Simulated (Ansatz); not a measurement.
`C=C[SiH](F)O[SiH3]` + HCl → `F[SiH](Cl)O[SiH3]` + `C=C` at 600 K and 1 bar (ligand exchange at the Si–C bond).

Program: Ansatz. Geometries: PBE0-D4/def2-TZVP. ΔE: electronic, gas phase. CBS: MP2 limit from def2 TZ/QZ plus the TZ coupled-cluster correction, frozen cores. This one scheme is used for every species. Each species was taken in one conformer, which may not be the lowest.

```tsv
species	CCSD(T)/CBS energy (Eh)	H − E (kJ/mol)	S (J/(mol·K))
`C=C[SiH](F)O[SiH3]`	-833.58428	300.6	524.3
HCl	-460.38127	35.4	207.2
`F[SiH](Cl)O[SiH3]`	-1215.52253	178.2	475.1
`C=C`	-78.48111	161.6	257.2
```

H − E and S are ideal-gas, rigid-rotor, harmonic terms from PBE0-D4/def2-TZVP, for one conformer and one mirror image of each species. 1 Eh = 2625.50 kJ/mol, R = 8.31446 J/(mol·K).

By hand: ΔE, ΔH, ΔS and ΔG.

ΔE = (-1215.52253) + (-78.48111) − (-833.58428) − (-460.38127) = -0.03809 Eh = -100.0 kJ/mol. Δ(H − E) = 178.2 + 161.6 − 300.6 − 35.4 = 3.8, so ΔH = -96.2 kJ/mol. ΔS = 475.1 + 257.2 − 524.3 − 207.2 = 0.8 J/(mol·K). ΔG = -96.2 − 600 × (0.8)/1000 = -96.7 kJ/mol.

By hand: the equilibrium constant, and the temperature at which ΔG would vanish if ΔH and ΔS stayed fixed.

log₁₀ K = −ΔG/(RT ln 10) = 8.4. ΔH and −TΔS have one sign here, so there is no such temperature. One of them is within its doubt of zero, so this could turn.

The number of gas molecules stays the same, so ΔS is small and ΔH decides. A doubt of 5 kJ/mol in ΔE shifts log₁₀ K by 0.4 here. Other conformers and mirror images would add mixing entropy, several J/(mol·K) or more a flexible species. Modes under 60 cm⁻¹, often nearly free rotors, make the harmonic entropy too high. These are equilibria of isolated gas molecules and say nothing of rates. Largest T1 diagnostic: 0.012 (customary marks: 0.02 for closed shells, 0.045 for open ones).
